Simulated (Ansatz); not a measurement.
**What each rung costs, and what it gives**

Saddle point of BH4SO2F, singlet (BH₂O₂F ([OH][B]([OH])[F]) + H₂S → BH₃SO₂ ([OH][B]([OH])[SH]) + HF; bonds formed: B1–S6, F2–H5; bonds broken: B1–F2, H5–S6), PBE0-D4/def2-TZVP structure:

```
atom    x (Å)    y (Å)    z (Å)
  B1  -0.2073  -0.0688   0.2739
  F2   0.0662   1.4957  -0.2270
  O3  -1.5628  -0.2451   0.3947
  O4   0.6241  -0.3847   1.3128
  H5   0.5237   0.9034  -1.1250
  S6   0.6384  -0.6569  -1.5072
  H7  -2.0925   0.1817  -0.2796
  H8   0.1412  -0.4520   2.1406
  H9   1.8691  -0.7733  -0.9832
```

Barriers are electronic and count from the start structure reached by relaxing down the imaginary mode.

Ansatz 0.2.0; basis: as named in each row; cores frozen in the correlated methods. B3LYP uses VWN-RPA correlation. Extrapolation: Hartree–Fock as exp(−7.88 √X), correlation as X^−2.97.

Times are rough, for one single point on 4 threads of a shared host (Intel Xeon Platinum 8259CL).

The estimate by CCSD(T) at an estimated basis limit (MP2 extrapolated from triple and quadruple zeta, plus CCSD(T) − MP2 in triple zeta) is 43.91 kcal/mol.

```csv
method,basis,time (s),barrier (kcal/mol),method less estimate
HF,STO-3G,under 1,51.62,7.71
PBE-D4,STO-3G,under 1,13.04,-30.86
SPW92,def2-SVP,under 1,22.71,-21.19
PBE-D4,def2-SVP,under 1,31.26,-12.64
B3LYP-D4,6-31G,under 1,38.20,-5.71
PBE0-D4,def2-SVP,under 1,36.31,-7.59
SPW92,def2-TZVPP,1,25.68,-18.22
PBE-D4,def2-TZVPP,2,33.64,-10.27
BLYP-D4,def2-TZVPP,2,39.71,-4.20
BHLYP-D4,def2-TZVPP,2,49.09,5.19
B3LYP-D4,def2-TZVPP,2,43.23,-0.67
wB97M-V,def2-SVP,2,38.78,-5.12
CAM-B3LYP-D4,def2-TZVPP,2,43.94,0.04
PBE0-D4,def2-TZVPP,3,38.58,-5.32
r2SCAN-D4,def2-TZVPP,3,37.84,-6.07
CCSD(T),def2-SVP,3,46.45,2.55
r2SCAN0-D4,def2-TZVPP,3,41.20,-2.70
RPA on PBE,def2-TZVPP,4,43.98,0.07
B2PLYP,def2-TZVPP,4,44.13,0.22
PBE-QIDH,def2-TZVPP,4,41.64,-2.26
wB97X-V,def2-TZVPP,6,42.29,-1.61
wB97M-V,def2-TZVPP,6,41.79,-2.11
B97M-V,def2-TZVPP,6,43.90,0.00
MP2,def2-QZVPP,16,41.47,-2.44
CCSD(T),def2-TZVPP,64,44.42,0.52
```

All methods are single points on the PBE0-D4 structures.

T1 diagnostic: at most 0.013.

Labels in which every atom is bracketed show which atoms are joined, not bond orders.
